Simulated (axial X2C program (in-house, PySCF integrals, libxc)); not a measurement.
## Potential curves of MoB, 2c

Computed with an in-house all-electron X2C program for linear molecules (integrals from PySCF). Two-component (2c) means X2C with spin–orbit coupling and atomic mean-field two-electron Coulomb and Gaunt terms. Basis: Mo dyall-cv3z [11s12p9d5f3g], B dyall-v3z [7s6p2d1f] (cores contracted in-house); Gaussian nuclei, density fitting, unrestricted open shells. Masses: Mo 97.905 u, B 11.009 u.

State: Ω = 7/2 (⟨Sz⟩ = 2.50, ⟨Lz⟩ = 1.00 at PBE50). Energies in eV from the fragments at the same level (Mo + B). Fits are polynomials in 1 − R0/R over 0.85 to 1.23 times the lowest point R0.

```tsv
R (Å)	PBE50	CCSD(T)	CCSD
1.7156	-0.8591		
1.7945	-1.2902	-1.5280	-1.2031
1.8537	-1.4809	-1.7080	-1.3911
1.9128	-1.5887	-1.7911	-1.4869
1.9720	-1.6367	-1.8034	-1.5165
2.0410	-1.6386	-1.7554	-1.4926
2.1100	-1.5995	-1.6641	-1.4278
2.1988	-1.5088	-1.5117	-1.3092
2.3072	-1.3607		
2.4650	-1.1146
```

Correlated methods: 17 electrons correlated (number of frozen shells: Mo 3 s, 2 p, 1 d; B 1 s), 271 virtual spin orbitals or spinors in MP2, 110 natural virtuals in coupled cluster.

Occupations by symmetry block were frozen at the best pattern of an incomplete PBE0 search. De is counted from the lowest determinant-based energies of the atoms at the same level, without counterpoise correction. Density functionals use the spin component along the axis (collinear). CCSD and (T) use frozen natural virtuals with an MP2 correction for the truncation; (T) itself is uncorrected, so its De runs slightly low. A 2c atom that is not at its ground J level misses part of its spin–orbit lowering, and De is too large by that part (0.04 eV or less for light atoms). This holds for PBE50. PBE0 can misorder states that lie within some tenths of an eV, so this need not be the ground state of the molecule. The nearest other spin-free determinant of the search, M_S = 3/2, Λ = 1, lies 0.19 eV up at the distance of the search. Without a current term, density functionals place determinants with orbital angular momentum somewhat too high. With several unpaired electrons one determinant need not be a pure state. A state of lower Ω lies just above, and one determinant can place such states too high, so the state shown need not be the lowest. The search has Ω = 3/2 only 0.04 eV up. The determinant is spin-polarised beyond a pure state at some levels (its spin-free form has ⟨S²⟩ too high), which makes Re and μ there less reliable. The T1 diagnostic is large, a sign of multireference character. Coupled cluster ran on the points near the minimum only. MP2 and coupled cluster on one determinant become unreliable at the stretched end.

Question: What are Re, ωe and De at the PBE50 level?

Answer: At PBE50, 2c: Re = 2.008 Å, ωe ≈ 528 cm⁻¹, De = 1.64 eV to Mo + B; Be follows as 0.422 cm⁻¹.

Question: What are Re, ωe and De at the CCSD(T) level?

Answer: At CCSD(T), 2c: Re = 1.954 Å, ωe ≈ 660 cm⁻¹, De = 1.81 eV to Mo + B; Be follows as 0.446 cm⁻¹.

Question: Fit the CCSD curve near its minimum: give the equilibrium distance, the harmonic wavenumber and the well depth.

Answer: At CCSD, 2c: Re = 1.976 Å, ωe ≈ 597 cm⁻¹, De = 1.52 eV to Mo + B; Be follows as 0.436 cm⁻¹.
